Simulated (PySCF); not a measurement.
CH11FSi4.
Z-matrix (Å and degrees, GFN2-xTB geometry), rows numbered from 1:
```
F 
Si  1  1.6198
Si  2  2.3174  1  105.37
Si  3  2.3267  2  116.51  1   -21.92
C   3  1.9159  2  107.18  1  -146.85
Si  5  1.8970  3  115.67  2  -176.33
H   2  1.4627  1  102.26  3  -123.50
H   2  1.4614  1  102.05  3   125.40
H   3  1.4848  2  107.33  1   101.36
H   4  1.4680  3  111.89  2   -78.14
H   4  1.4669  3  113.29  2   161.61
H   4  1.4643  3  111.58  2    41.31
H   5  1.0917  3  109.09  2    60.99
H   5  1.0912  3  108.72  2   -53.92
H   6  1.4634  5  109.48  3    55.21
H   6  1.4661  5  109.94  3   174.97
H   6  1.4648  5  109.02  3   -64.98
```

Theory: PySCF, TDDFT CAM-B3LYP/def2-SVPD, vertical, gas phase, core orbitals frozen in the response.

Frontier orbitals with the atoms that hold most of them (Löwdin shares over 4%, at most four atoms; ? is withheld):

```csv
orbital,ε (eV),atoms
LUMO+2,1.07,"Si6 21%, Si4 21%, Si3 10%, H16 7%"
LUMO+1,0.48,"Si3 26%, Si2 15%, Si4 13%, Si6 8%"
LUMO,-0.20,?
HOMO,?,?
HOMO-1,-9.90,"Si3 28%, Si4 24%, C5 18%, H12 6%"
HOMO-2,-10.52,"Si3 22%, H9 18%, C5 14%, Si2 9%"
HOMO-3,-10.99,"Si6 18%, Si2 15%, C5 13%, H7 12%"
```

**Question.** Which atoms hold the HOMO, and with what shares?

**Answer.** Si3 (bonded to C, 2 Si and H) 24%; Si2 (bonded to F, Si and 2 H) 23%; C5 (bonded to 2 Si and 2 H) 12%; Si4 (bonded to Si and 3 H) 9%. By element: silicon 56% or more, carbon 12%.

**Question.** Give the leading atoms of the LUMO.

**Answer.** Si2 (bonded to F, Si and 2 H) 29%; Si3 (bonded to C, 2 Si and H) 21%; Si4 (bonded to Si and 3 H) 12%; H8 (bonded to Si) 8%. By element: silicon 62% or more, hydrogen 8% or more.

**Question.** What is the HOMO energy, and the HOMO–LUMO gap?

**Answer.** ε(HOMO) = -9.33 eV; the gap is 9.13 eV (0.3356 hartree).

**Question.** How does S1 compare with the orbital gap of 9.13 eV?

**Answer.** S1 is at 5.92 eV (f = 0.078), 3.22 eV below the gap, made of HOMO→LUMO (92%). Without the coupling terms of the response equations the lowest excitation would equal the gap.

**Question.** Give energy, strength and leading configuration of S1, S2, S3 and S5, and follow the Löwdin shares of the leading atoms from the occupied to the empty orbital.

**Answer.** 
- S1 (5.92 eV, f 0.078), HOMO→LUMO (92%): Si3 24% → 21%, Si2 23% → 29%
- S2 (6.59 eV, f 0.012), HOMO→LUMO+1 (82%): Si3 24% → 26%, Si2 23% → 15%
- S3 (6.75 eV, f 0.077), HOMO-1→LUMO (84%): Si3 28% → 21%, Si4 24% → 12%, Si2 at most 6% → 29%
- S5 (7.21 eV, f 0.049), HOMO-1→LUMO+1 (70%): Si3 28% → 26%, Si4 24% → 13%, Si2 at most 6% → 15%

Löwdin shares depend on the basis, the more so with diffuse functions.

On an Arm Neoverse N1 with one thread, shared host with 64 logical CPUs at a one-minute load of 58, this took 1.7 min and 1.1 GiB of memory at its peak.

One conformer stands for the species.
